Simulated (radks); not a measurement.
Numerical settings for neutral iodine, [Kr] 4d10 5s2 5p5. Calculated with a radial shooting solver on a logarithmic mesh with Libxc functionals: non-relativistic Kohn-Sham, TPSS, spin-polarised, spherical densities, point nucleus; open shells are filled with parallel spins first (spin-orbit coupling, left out, can overturn this in heavy ions); meta-GGA in the generalised Kohn-Sham scheme; relativity is left out, which matters for an element this heavy. The defaults (mesh step 0.008 in ln r, mesh end at 40 bohr or more with all orbitals vanishing there, Anderson mixing 0.5 over 9 steps, residual threshold near 1e-9 with the energy settled to 1e-9 hartree or 1e-11 of itself, here a cap of 58 iterations) give E = -6920.242 hartree and 5p at -6.872 eV in 10 iterations. Run on one thread of a shared host, so times are rough (Intel(R) Xeon(R) Platinum 8488C): 0.25 s of CPU time, 0.25 s wall, 10 iterations on 2725 mesh points. Changes against that run (0 stands for a change within the tolerance of the run):

setting,iterations,converged,E (mhartree),e(5p) (meV),CPU (s)
mesh step in ln r 0.005,10,yes,0,0,0.34
mesh step in ln r 0.12,2,no,diverged,-,0.01
mesh step in ln r 0.012,10,yes,0,0,0.15
mesh end (bohr) 20,10,yes,0,0,0.2
mesh end (bohr) 3,9,level above zero,+2.68e+03,+2.23e+04,0.15
residual threshold 1e-13,58,no,0,0,0.7
residual threshold 1e-16,58,no,0,0,0.73
mixing 0.2,12,yes,0,+0.0102,0.29
"linear mixing, mixing 0.8",28,yes,0,+0.00815,0.58
"linear mixing, mixing 0.5",22,yes,0,-0.00563,0.5
mixing history 2,14,yes,0,0,0.38
iteration cap 2,2,no,+158,-4.76e+03,0.1

Settled on a wrong energy, with an occupied level pushed above zero by the early mesh end: mesh end (bohr) 3 (+2.68 hartree). Apart from these: no run marked as converged misses the energy by more than 1 mhartree. A mesh that ends early acts as a hard wall.
